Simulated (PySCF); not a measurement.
**Orbital picture of SrCd**

r²SCAN0 at R = 4.028 Å; PySCF, scalar-relativistic core potentials, basis sets Sr def2-SVPD with ECP28, Cd def2-SVPD with ECP28. State: ¹Σ⁺ (singlet), closed shell. Only the outer orbitals are listed, counted within each symmetry, core potentials removing the inner ones.

| orbital | occ. | ε (eV) | on Sr (%) | main shells (%) |
| --- | --- | --- | --- | --- |
| 1δ | 2 | -14.18 | 0 | 100 Cd d |
| 1δ | 2 | -14.18 | 0 | 100 Cd d |
| 5σ | 2 | -14.17 | 0 | 100 Cd d |
| 3π | 2 | -14.17 | 0 | 100 Cd d |
| 3π | 2 | -14.17 | 0 | 100 Cd d |
| 6σ | 2 | -6.82 | 8 | 92 Cd s |
| 7σ | 2 | -3.97 | 90 | 89 Sr s |
| 8σ | 0 | -1.15 | 51 | 47 Cd p, 41 Sr p |
| 4π | 0 | -1.12 | 68 | 57 Sr p, 32 Cd p, 11 Sr d |
| 4π | 0 | -1.12 | 68 | 57 Sr p, 32 Cd p, 11 Sr d |

Problem. Which are the highest filled and the lowest empty level, where do they sit, and how wide is the gap?

Solution. Highest filled 7σ at -3.97 eV (in %: 89 Sr s); lowest empty 8σ at -1.15 eV (in %: 47 Cd p, 41 Sr p); the gap at r²SCAN0 is 2.82 eV.

The bond order (Mayer) is 0.31 and the ⟨S²⟩ is 0.000. The charge on Sr (Mulliken, basis-dependent) is 0.03, the charge on Sr (Löwdin, basis-dependent) is -0.12 and the dipole moment (positive dipole means Sr(−)Cd(+)) is -0.10 D.

Closed-shell solutions of metal pairs were not tested for spin polarisation, which can lower them a little.
